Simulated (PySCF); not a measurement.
Delta-SCF ions had no search for a lower state. 

Cartesian coordinates (Å):
SMILES: NC(=O)[SiH2][O-]
```xyz
9

N     -1.2716    -0.7373    -0.0694
C     -0.5981     0.2853     0.5171
O     -1.1184     0.9987     1.3720
Si     1.2040     0.3568    -0.2318
O      1.3333    -0.7915    -1.2860
H     -2.2248    -0.9429     0.1827
H     -0.7551    -1.2684    -0.7621
H      2.0956     0.3170     0.9837
H      1.3351     1.7823    -0.7061
```
Charge -1, spin multiplicity 1.

Q: Estimate the vertical detachment energy (Delta-SCF), HOMO and total energy that PySCF with CAM-B3LYP-D3(BJ)/def2-TZVPD returns for this input.

A: 
```yaml
vertical detachment energy (Delta-SCF): 3.86 eV
HOMO: -3.09 eV
total_energy: -535.3466 Ha
```
